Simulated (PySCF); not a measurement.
**Broadened absorption spectrum of C2H5F3SSi**

Compound: C2H5F3SSi.
Bonds: C1–C2, C2–S3, S3–Si4, Si4–F5, Si4–F6, Si4–F7. Hydrogens: H8, H9, H10 on C1; H11, H12 on C2.

Computed, not measured: PySCF 2.14.0, density-fitted response routines, TDDFT B3LYP/def2-SVPD, vertical, gas phase, core orbitals frozen in the response. The structure is a single GFN2-xTB conformer in the gas phase; no vibrational or solvent corrections. Torsions of this conformer, `[CH3:1][CH2:2][S:3][Si:4]([F:5])([F:6])[F:7]`: C1–C2–S3–Si4 -70°, C2–S3–Si4–F5 -162°.

Computed states:

```json
{"state": "S1", "E (eV)": "5.70", "f": "0.0022"}
{"state": "S2", "E (eV)": "6.43", "f": "0.030"}
{"state": "S3", "E (eV)": "7.47", "f": "0.0068"}
{"state": "S4", "E (eV)": "7.55", "f": "0.012"}
{"state": "S5", "E (eV)": "7.75", "f": "0.048"}
{"state": "S6", "E (eV)": "7.85", "f": "0.0073"}
{"state": "S7", "E (eV)": "8.05", "f": "0.0098"}
{"state": "S8", "E (eV)": "8.21", "f": "0.097"}
```

Each state is given a Gaussian of 0.25 eV full width at half maximum, with ε(max) = 2.175×10⁸ f / Δν̃ (Δν̃ the width in cm⁻¹). The width is an assumption, not a result. The curve ends short of the highest state used, and states not computed would add to its high-energy end.

Question: What does the envelope look like, and where are its maxima?

Answer: 
(E (eV), ε (L mol⁻¹ cm⁻¹)): (5.32, 0), (5.36, 2), (5.40, 5), (5.45, 16), (5.49, 37), (5.53, 71), (5.57, 119), (5.61, 173), (5.65, 219), (5.70, 240), (5.74, 221), (5.78, 176), (5.82, 122), (5.86, 73), (5.90, 38), (5.94, 17), (5.99, 6), (6.03, 4), (6.07, 10), (6.11, 33), (6.15, 95), (6.19, 241), (6.24, 634), (6.28, 1169), (6.32, 1873), (6.36, 2602), (6.40, 3138), (6.44, 3282), (6.49, 2844), (6.53, 2162), (6.57, 1426), (6.61, 816), (6.65, 405), (6.69, 174), (6.73, 65), (6.78, 16), (6.82, 4), (6.86, 1), (6.90, 0), (6.94, 0), (6.98, 0), (7.03, 0), (7.07, 1), (7.11, 3), (7.15, 10), (7.19, 29), (7.23, 77), (7.28, 213), (7.32, 417), (7.36, 727), (7.40, 1128), (7.44, 1578), (7.48, 2022), (7.52, 2449), (7.57, 3051), (7.61, 3701)

Maxima: 218 nm (5.70 eV), ε about 240, made up of S1 (100%); 193 nm (6.43 eV), ε about 3300, made up of S2 (100%) (ε in L mol⁻¹ cm⁻¹; maxima over ε = 5, shares over 10%). At its high-energy end, 7.61 eV, the curve is still rising (ε about 3700, from S4 and S5).

Question: Coming from long wavelengths, where does ε first pass 100 L mol⁻¹ cm⁻¹?

Answer: At about 223 nm (5.56 eV), 0.14 eV below S1.

Question: What would ε be at 6.43 eV, the highest of these maxima, with half the width (0.125 eV)?

Answer: About 6570 L mol⁻¹ cm⁻¹ against 3290, a factor of about 2.00; a lone state at its own centre would give exactly 2.

Question: On this curve, what absorbance would a 10⁻⁴ mol/L sample give at 193 nm over a 1 cm path?

Answer: 193 nm is 6.424 eV, where ε is about 3300 L mol⁻¹ cm⁻¹, so A = ε c l ≈ 0.33 (Beer–Lambert, with the gas-phase spectrum and the assumed width).
